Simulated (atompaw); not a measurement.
What one change does to a pseudopotential (Hg (Z = 80), PAW (atompaw))

* Element: Hg
* Generator: atompaw 4.2.0.5
* Type: PAW
* Functional: PBE
* Relativity: scalar-relativistic
* Frozen core: [Kr] 4d10 4f14
* Valence charge: 20
* Reference configuration: 5s2 5p6 5d10 6s1.75 6p0 (charge +0.25)
* Partial waves: 5s (bound); 6s (bound); 5p (bound); 6p (bound, empty); 5d (bound); 5d channel at 0.95 Ry
* Local potential: bessel scheme, radius 1.35 bohr
* Core correction: smooth core density matched at 1.25 bohr
* Augmentation charge: sinc compensation charge, radius 1.70 bohr; PAW radius 1.80 bohr; waves and projectors: bloechl

Change: wave 5d channel at 0.95 Ry becomes 5d channel at -0.3 Ry.

Cutoffs: the cutoffs (Ry, on a coarse ladder) from which the occupation-weighted sum of valence levels, in a spherical-Bessel basis at the reference potential, stays within 10 and 1 mRy of its value at 400 Ry; they do not see the model core or the augmentation charge, which bear on the density cutoff.

What does the change do?

The potential gets neither clearly harder nor softer (50 Ry and 60 Ry → 45 Ry and 60 Ry); the range in which the d phases agree narrows (upper end at the end of the scan → 1.6); neither file shows a bound ghost.

```tsv
quantity	base	changed
cutoff, loose	50 Ry	45 Ry
cutoff, tight	60 Ry	60 Ry
bound ghosts	none	none
s: phases at 1.80 bohr within 0.05 rad from the reference energy up to (Ry; the scan ends near 5)	to the end of the scan	to the end of the scan
p: phases at 1.80 bohr within 0.05 rad from the reference energy up to (Ry; the scan ends near 5)	to the end of the scan	to the end of the scan
d: phases at 1.80 bohr within 0.05 rad from the reference energy up to (Ry; the scan ends near 5)	to the end of the scan	1.6
lowest overlap eigenvalue by channel	s 0.40, p 0.59, d 0.86	s 0.40, p 0.59, d 0.00
```

 The cutoffs see the waves, projectors and local potential, not the compensation charge or the core.
